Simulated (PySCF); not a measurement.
Species: C₃H₆BFO.
InChI=1S/C3H6BFO/c1-6-2-3(4)5/h2H,4H2,1H3/b3-2-

Torsions of this conformer, `[BH2:1]/[C:2]([F:3])=[CH:4]/[O:5][CH3:6]`: C2–C4–O5–C6 178°.

The closed-shell ground state was solved at several levels (PySCF, density fitting, gas phase, non-relativistic). The structure is a single PBE0-D3(BJ)/def2-SVP conformer in the gas phase; no vibrational or solvent corrections.

```
             level  basis functions  total energy (Eh)  HOMO (eV)  LUMO (eV)  gap (eV)  dipole (D)
CAM-B3LYP/pcSseg-2              300          -317.7903      -8.32      -0.67      7.65        4.22
        PBE0/6-31G               66          -317.3372      -6.80      -1.54      5.26        4.64
      KT3/pcSseg-2              300          -322.4551      -5.98      -2.52      3.46        4.16
 mPW1PW91/pcSseg-2              300          -317.8363      -7.07      -1.73      5.34        4.22
       HF/pcSseg-2              300          -316.1425      -9.54       1.70     11.24        4.25
  PBE0/aug-cc-pVDZ              192          -317.4729      -7.04      -1.71      5.33        4.18
    B97-2/pcSseg-2              300          -317.8079      -6.79      -1.72      5.07        4.19
      PBE0/cc-pVDZ              114          -317.4480      -6.81      -1.54      5.27        4.22
  LC-wPBE/pcSseg-2              300          -317.7149      -9.54       0.43      9.97        4.19
    PBE0/def2-TZVP              222          -317.5595      -7.02      -1.68      5.34        4.19
```

(1) Estimate the row for PBE0/IGLO-III, a basis of 270 functions; the other rows only guide the guess.

(2) Over all these levels, which gives the widest orbital gap and which the narrowest?

(3) How much does the basis alone move the frontier levels among the 5 PBE0 rows (the withheld one included)?

(4) In the pcSseg-2 basis, how does the gap go with the fixed share of exact exchange?

(5) How far do the dipole and the HOMO energy spread over the levels?

## Answers

(1) Total energy -317.5655 Eh, HOMO -7.04 eV, LUMO -1.71 eV, gap 5.33 eV, dipole 4.20 D.

(2) HF/pcSseg-2 (Hartree–Fock, all exact exchange) has the widest, 11.24 eV, and KT3/pcSseg-2 (GGA) the narrowest, 3.46 eV. The two share the basis. From the narrowest to the widest the HOMO moves by -3.56 eV and the LUMO by +4.22 eV.

(3) The HOMO by 0.24 eV and the LUMO by 0.17 eV. By rising basis size (HOMO, LUMO in eV): 6-31G -6.80, -1.54; cc-pVDZ -6.81, -1.54; aug-cc-pVDZ -7.04, -1.71; def2-TZVP -7.02, -1.68; IGLO-III -7.04, -1.71.

(4) KT3 (0 %) 3.46 eV; B97-2 (21 %) 5.07 eV; mPW1PW91 (25 %) 5.34 eV; HF (100 %) 11.24 eV. Each rise in the share widens the gap here.

(5) The dipole runs from 4.16 to 4.64 D (mean 4.24 D) and the HOMO from -9.54 to -5.98 eV.
